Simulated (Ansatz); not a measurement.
Species: C10H9BS, SMILES `Bc1c(C=C)ccc2sccc12` (charge 0, multiplicity 1), formula C$_{10}$H$_{9}$BS.

### Question
How many basis functions does frozen-core CCSD(T)/cc-pVDZ // B3LYP-D3(BJ)/def2-SVP (Ansatz, an electronic-structure program) use, how many core orbitals are frozen, and how many electrons are correlated?

### Answer
217 basis functions and 16 frozen orbitals, which leaves 58 correlated electrons. Core time is of the order of minutes.
